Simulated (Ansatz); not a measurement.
Calculated with Ansatz (gas phase, PBE0-D4/def2-TZVP geometries, no zero-point term in ΔE). CCSD(T)/CBS adds triple-zeta CCSD(T) − MP2 to the extrapolated MP2 energy (def2 sets, frozen cores). This one scheme is used for every species. Functionals use def2-TZVPP. B3LYP here is the variant with VWN-RPA as its local correlation; programs differ in this. One conformer a species, not always the lowest.

Reaction (hydrogenolysis of a C–F bond): `CC(F)S[SiH3]` + H₂ → `CCS[SiH3]` + H–F

```
             level  ΔE (kJ/mol)  difference from CCSD(T)/CBS
            PBE-D4        -81.1                         15.9
          B3LYP-D4        -83.3                         13.7
           ωB97X-V        -82.3                         14.7
               PBE        -83.8                         13.2
     HF/def2-TZVPP        -99.2                         -2.2
    MP2/def2-TZVPP       -100.9                         -3.9
   CCSD/def2-TZVPP        -98.3                         -1.3
    MP2/def2-QZVPP       -102.6                         -5.6
SCS-MP2/def2-QZVPP        -99.4                         -2.4
      HF/CBS(def2)        -99.9                         -2.9
       CCSD(T)/CBS        -97.0                            0
```

Largest T1 diagnostic among the species: 0.011.

The D4 term adds +4.3 kJ/mol with B3LYP and +2.3 kJ/mol with PBE0; it sums over pairs of atoms, weighted by their polarisabilities, and B3LYP, whose exchange is more repulsive, gets the larger term. From PBE to PBE0 (25 % exact exchange), in def2-TZVPP and without D4, ΔE moves by −9.1 kJ/mol.
